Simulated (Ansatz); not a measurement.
TeF₄⁺. Charge 1, multiplicity 2. Geometry B3LYP-D4/def2-SVP, that of the neutral singlet; atoms count from 1.

```xyz
5

Te    0.2685    0.4020    0.3282
F     0.5616    1.2696   -1.3965
F    -0.2425   -0.7919    1.7865
F     0.9631   -1.1585   -0.5070
F    -1.5506    0.2787   -0.2111
```

In the def2 sets Te takes a core potential; there is no spin–orbit coupling.

Question: Estimate the Mulliken populations from the PBE0/def2-TZVP orbitals of Ansatz.

Answer: 
```csv
atom,charge (e),spin (α − β)
Te1,1.70,0.21
F2,-0.14,0.37
F3,-0.14,0.37
F4,-0.21,0.03
F5,-0.21,0.03
```
Mulliken values and Mayer orders depend strongly on the basis.

Question: Where does the spin sit?

Answer: Summed by element: Te 0.21, F 0.79, of 1 unpaired in all. Largest on single atoms: F3 0.37, F2 0.37, Te1 0.21.

Question: And the Mayer bond orders between bonded heavy atoms (over 0.3)?

Answer: Te1–F2 0.95 (1.95 Å); Te1–F3 0.95 (1.95 Å); Te1–F4 1.09 (1.90 Å); Te1–F5 1.09 (1.90 Å).
